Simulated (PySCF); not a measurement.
## One molecule, a ladder of functionals, a line

Molecule: SMILES C(#N)[SiH2]N[SiH3], CH₆N₂Si₂.

Structure with atom numbers: `[N:1]#[C:2][SiH2:3][NH:4][SiH3:5]`. Each H is labelled by its parent atom.

GIAO shieldings (ppm, equivalent atoms averaged) in PySCF 2.14.0 with density-fitted response routines on the PBE0-D3(BJ)/def2-SVP geometry, basis pcSseg-2, gas phase, non-relativistic:

| functional | exact exchange (%) | σ(N1) | σ(Si5) | σ(Si3) |
| --- | --- | --- | --- | --- |
| BLYP | 0 | -96.2 | 364.1 | 381.8 |
| BP86 | 0 | -94.4 | 371.0 | 388.7 |
| PBE | 0 | -95.5 | 372.2 | 389.6 |
| PBE0 | 25 | -99.6 | 388.3 | 403.3 |
| mPW1PW91 | 25 | -100.6 | 387.3 | 402.3 |
| BHandHLYP | 50 | -104.4 | 396.4 | 409.7 |
| HF | 100 | -108.6 | 432.4 | 443.0 |

**Question.** Fit each shielding as a line in the percentage of exact exchange.

**Answer.** σ(N1) = -96.0 − 0.14 x (rms 1.1 ppm); σ(Si5) = 369.7 + 0.62 x (rms 3.2 ppm); σ(Si3) = 387.0 + 0.55 x (rms 3.2 ppm). The functionals also differ in their semilocal parts, which the line can't hold; Hartree–Fock has no correlation at all.

**Question.** What does the line predict for B3LYP (20 %), and what does the run give?

**Answer.** σ(N1): -98.8 predicted, -100.2 computed; σ(Si5): 382.1 predicted, 376.9 computed; σ(Si3): 398.0 predicted, 392.5 computed ppm.
